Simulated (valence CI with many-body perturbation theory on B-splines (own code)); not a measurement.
Ga XVIII: calculated level list

Computed by relativistic CI+MBPT: four valence electrons over a frozen Dirac-Fock core [Ne], a basis of 11 s, 11 p, 9 d, 7 f, 5 g, 2 h, 1 i functions for each j, with the one-electron correlation potential Σ1 (screened to all orders), the two-electron term Σ2, the three-electron term Σ3, Breit, model QED; selected single and double excitations, second order for the rest (own B-spline code, finite nucleus).

No measured spectrum was set against this ion. As an estimate, levels of excited configurations hold to 0.05 to 0.15 % of their energy, terms of the ground configuration to about 0.5 %.

Levels 1 to 45 of 71, with energies above the lowest level, 3s2 3p2 3P_0. "Leading %" is the weight of the configuration and term that name the level; weights of strongly mixed levels are sums over their largest components and can fall short. In the jj column 3d3/2^4 stands for four electrons in 3d with j = 3/2.

```tsv
No.	Configuration	Term	J	E (cm⁻¹)	Leading %	g	Second component	Leading jj
1	3s2 3p2	3P	0	0	89		8 % 3s2 3p2 1S	3s^2 3p1/2^2 (88 %)
2	3s2 3p2	3P	1	28088	97	1.500		3s^2 3p1/2 3p3/2 (97 %)
3	3s2 3p2	3P	2	45739	73	1.374	24 % 3s2 3p2 1D	3s^2 3p1/2 3p3/2 (80 %)
4	3s2 3p2	1D	2	94854	73	1.124	24 % 3s2 3p2 3P	3s^2 3p3/2^2 (80 %)
5	3s2 3p2	1S	0	151770	88		8 % 3s2 3p2 3P	3s^2 3p3/2^2 (87 %)
6	3s 3p3	5S°	2	323620	95	1.979		3s 3p1/2 3p3/2^2 (48 %)
7	3s 3p3	3D°	1	415350	78	0.601	10 % 3s2 3p 3d 3D°	3s 3p1/2^2 3p3/2 (46 %)
8	3s 3p3	3D°	2	416570	75	1.218	11 % 3s 3p3 3P°	3s 3p1/2 3p3/2^2 (57 %)
9	3s 3p3	3D°	3	427240	88	1.332	10 % 3s2 3p 3d 3D°	3s 3p1/2 3p3/2^2 (88 %)
10	3s 3p3	3P°	0	477510	90		9 % 3s2 3p 3d 3P°	3s 3p1/2 3p3/2^2 (90 %)
11	3s 3p3	3P°	1	480740	79	1.415	8 % 3s2 3p 3d 3P°	3s 3p1/2 3p3/2^2 (64 %)
12	3s 3p3	3P°	2	482530	57	1.370	12 % 3s 3p3 1D°	3s 3p3/2^3 (39 %)
13	3s 3p3	1D°	2	525630	42	1.089	35 % 3s2 3p 3d 1D°	3s 3p3/2^3 (33 %)
14	3s 3p3	3S°	1	581000	65	1.677	28 % 3s 3p3 1P°	3s 3p1/2 3p3/2^2 (57 %)
15	3s2 3p 3d	3F°	2	593070	93	0.681		3s^2 3p1/2 3d3/2 (73 %)
16	3s2 3p 3d	3F°	3	609450	95	1.086		3s^2 3p1/2 3d5/2 (58 %)
17	3s 3p3	1P°	1	630160	57	1.300	29 % 3s 3p3 3S°	3s 3p3/2^3 (57 %)
18	3s2 3p 3d	3F°	4	636650	98	1.249		3s^2 3p3/2 3d5/2 (98 %)
19	3s2 3p 3d	3P°	2	665830	47	1.288	16 % 3s2 3p 3d 1D°	3s^2 3p1/2 3d5/2 (73 %)
20	3s2 3p 3d	3D°	1	677410	51	0.888	32 % 3s2 3p 3d 3P°	3s^2 3p1/2 3d3/2 (71 %)
21	3s2 3p 3d	1D°	2	697180	35	1.082	27 % 3s2 3p 3d 3D°	3s^2 3p3/2 3d3/2 (40 %)
22	3s2 3p 3d	3P°	0	701870	88		9 % 3s 3p3 3P°	3s^2 3p3/2 3d3/2 (88 %)
23	3s2 3p 3d	3P°	1	707670	54	1.123	32 % 3s2 3p 3d 3D°	3s^2 3p3/2 3d3/2 (77 %)
24	3s2 3p 3d	3D°	3	708580	83	1.317	9 % 3s 3p3 3D°	3s^2 3p3/2 3d5/2 (49 %)
25	3s2 3p 3d	3D°	2	713370	44	1.284	34 % 3s2 3p 3d 3P°	3s^2 3p3/2 3d5/2 (50 %)
26	3s2 3p 3d	1F°	3	770210	93	1.010		3s^2 3p3/2 3d5/2 (40 %)
27	3s2 3p 3d	1P°	1	790930	82	0.987	10 % 3s 3p3 1P°	3s^2 3p3/2 3d5/2 (66 %)
28	3p4	3P	2	845310	50	1.410	28 % 3s 3p2 3d 3P	3p1/2^2 3p3/2^2 (60 %)
29	3p4	3P	1	877710	36	1.055	28 % 3s 3p2 3d 5F	3p1/2 3p3/2^3 (36 %)
30	3p4	3P	0	880800	52		32 % 3s 3p2 3d 3P	3p1/2^2 3p3/2^2 (40 %)
31	3s 3p2 3d	5F	1	881650	66	0.491	19 % 3p4 3P	3s 3p1/2 3p3/2 3d3/2 (31 %)
32	3s 3p2 3d	5F	2	886040	89	1.040	7 % 3s 3p2 3d 5D	3s 3p1/2 3p3/2 3d3/2 (40 %)
33	3p4	1D	2	894600	52	1.087	23 % 3s 3p2 3d 1D	3p1/2 3p3/2^3 (58 %)
34	3s 3p2 3d	5F	3	895400	87	1.278	11 % 3s 3p2 3d 5D	3s 3p1/2 3p3/2 3d3/2 (41 %)
35	3s 3p2 3d	5F	4	909230	90	1.360	9 % 3s 3p2 3d 5D	3s 3p1/2 3p3/2 3d5/2 (70 %)
36	3s 3p2 3d	5D	0	920460	96			3s 3p1/2 3p3/2 3d3/2 (81 %)
37	3s 3p2 3d	5D	1	922040	92	1.466		3s 3p1/2 3p3/2 3d3/2 (64 %)
38	3s 3p2 3d	5D	2	923690	82	1.431	7 % 3s 3p2 3d 5F	3s 3p1/2 3p3/2 3d3/2 (47 %)
39	3s 3p2 3d	5F	5	925730	97	1.394		3s 3p3/2^2 3d5/2 (50 %)
40	3s 3p2 3d	5D	3	926460	71	1.428	10 % 3s 3p2 3d 5F	3s 3p1/2 3p3/2 3d3/2 (36 %)
41	3s 3p2 3d	5D	4	934300	73	1.438	19 % 3s 3p2 3d 3F	3s 3p1/2 3p3/2 3d5/2 (55 %)
42	3s 3p2 3d	3F	2	949080	88	0.706	5 % 3s2 3d2 3F	3s 3p1/2 3p3/2 3d5/2 (37 %)
43	3s 3p2 3d	3F	3	961380	79	1.138	8 % 3s 3p2 3d 5D	3s 3p1/2 3p3/2 3d5/2 (44 %)
44	3s 3p2 3d	3F	4	980970	72	1.292	18 % 3s 3p2 3d 5D	3s 3p3/2^2 3d5/2 (76 %)
45	3s 3p2 3d	5P	3	981010	87	1.636	8 % 3s 3p2 3d 5D	3s 3p1/2 3p3/2 3d5/2 (48 %)
```

Names give the largest LS component (configuration and term), which can be under half, so a name can repeat, a term be missing and a line seem to break the LS rules; names also repeat where a configuration has a term twice.

Where two levels of one J and parity lie close, their mixing, g and order are uncertain.

The ionisation energy to 3s2 3p 2P°_1/2 of the next ion comes out as 639.21 eV (NIST: 640 ± 1.5 eV (semi-empirical)). All 71 levels together are meant to be complete up to 1136900 cm⁻¹.
